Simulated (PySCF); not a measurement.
Molecule: `InChI=1S/CH8OSi2/c1-3-4-2/h2H,3-4H2,1H3`.

Mapped SMILES: `[CH3:1][SiH2:2][SiH2:3][OH:4]`. Hydrogens are named by the atom that carries them.

Geometry PBE0-D3(BJ)/def2-SVP throughout; GIAO in PySCF, gas phase, one conformer, non-relativistic; equivalent atoms averaged; basis pcSseg-2.

Q: How do the shifts δ (against TMS, H2O at the same level) depend on the functional? (ppm; last column core-seconds on shared hosts with different chips, so compare them loosely; the GGAs took longer than the global hybrids here, which isn't the general rule, and the cause wasn't traced)

A: 
```
functional                    kind     C1    Si3    Si2    O4  H(Si3)  H(Si2)  H(O4)  H(C1)  core-s
        HF            Hartree–Fock  -10.4  -25.8  -65.3  -6.2    4.76    3.62   0.51   0.15      24
       LDA                     LDA  -15.4  -15.4  -85.7  13.6    5.90    4.17  -0.32   0.09      46
       PBE                     GGA  -13.0  -19.4  -79.5  11.6    5.61    3.99  -0.43   0.13      54
      BLYP                     GGA  -12.5  -22.4  -76.9  14.0    5.46    3.90  -0.39   0.14      54
      BP86                     GGA  -12.6  -19.8  -78.6  10.1    5.58    3.98  -0.41   0.12      54
      OPBE                     GGA  -11.2  -18.1  -75.0   8.6    5.49    3.93  -0.34   0.15      57
       KT2                     GGA  -12.5  -17.4  -77.5   7.6    5.57    3.95  -0.52   0.12      58
       KT3                     GGA  -11.0  -19.4  -72.0   8.7    5.31    3.79  -0.42   0.16      57
     B97-D                     GGA  -11.6  -22.5  -73.6   9.0    5.36    3.85  -0.30   0.14      55
     B3LYP           global hybrid  -12.2  -22.2  -74.6   8.2    5.28    3.83  -0.18   0.14      45
      PBE0           global hybrid  -12.4  -19.9  -76.3   4.7    5.37    3.89  -0.18   0.13      41
  mPW1PW91           global hybrid  -12.1  -20.2  -75.2   4.3    5.32    3.87  -0.15   0.13      41
      WP04           global hybrid   -9.0  -24.3  -63.3   3.3    4.56    3.35   0.13   0.17      29
     B97-2           global hybrid  -11.5  -21.3  -73.3   4.0    5.25    3.82  -0.17   0.14      29
 BHandHLYP           global hybrid  -11.7  -22.9  -71.0   2.1    5.04    3.72   0.11   0.14      29
 CAM-B3LYP  range-separated hybrid  -12.7  -20.9  -75.6   6.3    5.24    3.81  -0.07   0.11      36
   wB97X-D  range-separated hybrid  -12.2  -21.2  -76.1   2.3    5.26    3.85  -0.11   0.11      38
   LC-wPBE  range-separated hybrid  -12.5  -18.2  -76.8   0.5    5.18    3.78  -0.06   0.08      46
```

Q: Which nucleus moves most, in ppm?

A: Si2 (silicon bonded to C, Si, 2 H): from -85.7 ppm with LDA to -63.3 ppm with WP04. The smallest spread is 0.08 ppm, at H(C1). Proton shifts span only some 12 ppm, so a few tenths of a ppm matter as much there as several ppm in carbon.
